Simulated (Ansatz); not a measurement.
`N#[C][AlH][Cl]` + `B/C=C(/O)F` → `N#[C][AlH][OH]` + `B/C=C(\F)Cl`  (redistribution)

Isolated molecules relaxed with PBE0-D4/def2-TZVP in Ansatz; ΔE leaves out vibrations. CCSD(T)/CBS is the MP2 limit (def2-TZVPP, def2-QZVPP) plus CCSD(T) − MP2 in def2-TZVPP, frozen cores. This one scheme is used for every species. Double bonds are as drawn, so ΔE can hold a change between cis and trans. Functionals use def2-TZVPP. HSE06 is defined as in plane-wave codes. Each species was taken in one conformer, which may not be the lowest.

(1) Is it downhill or uphill in electronic energy at CCSD(T)/CBS, and by how much? (An estimate is asked.)

(2) What do these levels give: revPBE-D4, BLYP-D4, PBE0-D4, B2PLYP, PBE-QIDH, HSE06, BHLYP, CAM-B3LYP, RPA@PBE/def2-TZVPP, HF/def2-TZVPP, HF/CBS(def2), CCSD/CBS(def2)? (Estimate.)

(3) What do rigid-rotor, harmonic-oscillator terms from PBE0-D4/def2-TZVP frequencies (298.15 K, 1 bar) make of the CCSD(T)/CBS value? (Best estimate.)

Largest T1 diagnostic among the species: 0.014.

## Answers

(1) The calculation gave: Uphill: ΔE = +53.7 kJ/mol.

(2) Ansatz gave: revPBE-D4 55.8, BLYP-D4 49.2, PBE0-D4 65.4, B2PLYP 55.2, PBE-QIDH 64.0, HSE06 66.3, BHLYP 65.1, CAM-B3LYP 59.6, RPA@PBE/def2-TZVPP 52.4, HF/def2-TZVPP 76.7, HF/CBS(def2) 75.5, CCSD/CBS(def2) 56.3 kJ/mol.

(3) Computed: ΔZPE = -5.5 kJ/mol, ΔH = +49.1 kJ/mol, ΔS = 3 J/(mol·K), ΔG = +48.3 kJ/mol.

In def2-TZVPP, CCSD(T) changes the Hartree–Fock value by −22.1 kJ/mol (the triples alone add −2.6 kJ/mol) and MP2 by −25.7 kJ/mol. From BLYP to BHLYP (50 % exact exchange), in def2-TZVPP and without D4, ΔE moves by +13.9 kJ/mol.
